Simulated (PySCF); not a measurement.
## Magnetisability: SMILES C#CC(=O)O/C=C/C, C₆H₆O₂

Molfile (atoms numbered from 1):
```
C6H6O2
     RDKit          3D

 14 13  0  0  0  0  0  0  0  0999 V2000
    4.0638    0.3527    0.9066 C   0  0  0  0  0  0  0  0  0  0  0  0
    2.9928   -0.1172    0.6376 C   0  0  0  0  0  0  0  0  0  0  0  0
    1.7521   -0.7227    0.2232 C   0  0  0  0  0  0  0  0  0  0  0  0
    1.6381   -1.8766   -0.0926 O   0  0  0  0  0  0  0  0  0  0  0  0
    0.7714    0.2030    0.1047 O   0  0  0  0  0  0  0  0  0  0  0  0
   -0.0323    0.1491   -1.0130 C   0  0  0  0  0  0  0  0  0  0  0  0
   -0.9840    1.0436   -1.2204 C   0  0  0  0  0  0  0  0  0  0  0  0
   -1.8460    1.0520   -2.4349 C   0  0  0  0  0  0  0  0  0  0  0  0
    4.9989    0.7744    1.1347 H   0  0  0  0  0  0  0  0  0  0  0  0
    0.1765   -0.6724   -1.6877 H   0  0  0  0  0  0  0  0  0  0  0  0
   -1.1525    1.8209   -0.4897 H   0  0  0  0  0  0  0  0  0  0  0  0
   -2.8926    0.9452   -2.1526 H   0  0  0  0  0  0  0  0  0  0  0  0
   -1.5789    0.2410   -3.1065 H   0  0  0  0  0  0  0  0  0  0  0  0
   -1.7431    1.9984   -2.9639 H   0  0  0  0  0  0  0  0  0  0  0  0
  1  2  3  0
  2  3  1  0
  3  4  2  0
  3  5  1  0
  5  6  1  0
  6  7  2  0
  7  8  1  0
  1  9  1  0
  6 10  1  0
  7 11  1  0
  8 12  1  0
  8 13  1  0
  8 14  1  0
M  END
```

Method: GIAO B3LYP/pcSseg-1 magnetisability, rotational g tensor and spin-rotation constants, non-relativistic, gas phase in PySCF 2.14.0. Geometry: GFN2-xTB, dihedral held. The dihedral C2–C3–O5–C6 is held at 135°.

(1) How diamagnetic is it, and how anisotropic?

(2) Split it along the inertial axes a, b, c into diamagnetic and paramagnetic parts about the centre of mass, with the quadrupole moment.

(3) And the rotational g tensor?

Answers

(1) Isotropic -1038 × 10⁻³⁰ J/T², or -62.5 × 10⁻⁶ cm³/mol; principal values -1155, -1083, -877 × 10⁻³⁰ J/T², anisotropy 250 × 10⁻³⁰ J/T² (root of half the summed squared differences of the principal values). The susceptibility is in cgs units.

(2) 
```tsv
axis	χ (10⁻⁶ cm³/mol)	diamagnetic (10⁻⁶ cm³/mol)	paramagnetic (10⁻⁶ cm³/mol)	summed x² of all electrons (Å²)	quadrupole Θ (D Å)
a	-64.0	-298.3	234.4	302.5	+12.41
b	-58.1	-1361.8	1303.7	51.8	-8.11
c	-65.5	-1503.3	1437.8	18.5	-4.30
```
Anisotropies 2χaa − χbb − χcc = -4.3 and 2χbb − χaa − χcc = +13.2 × 10⁻⁶ cm³/mol. Θ is traceless in Buckingham's convention.

(3) 
```csv
axis,rotational constant (GHz),g,nuclear part,electronic part
a,5.6663,-0.0562,0.5677,-0.6239
b,0.9450,-0.0066,0.5722,-0.5788
c,0.8462,-0.0039,0.5677,-0.5716
```
Asymmetric top; isotopes 12C, 1H, 16O; no vibrational averaging.
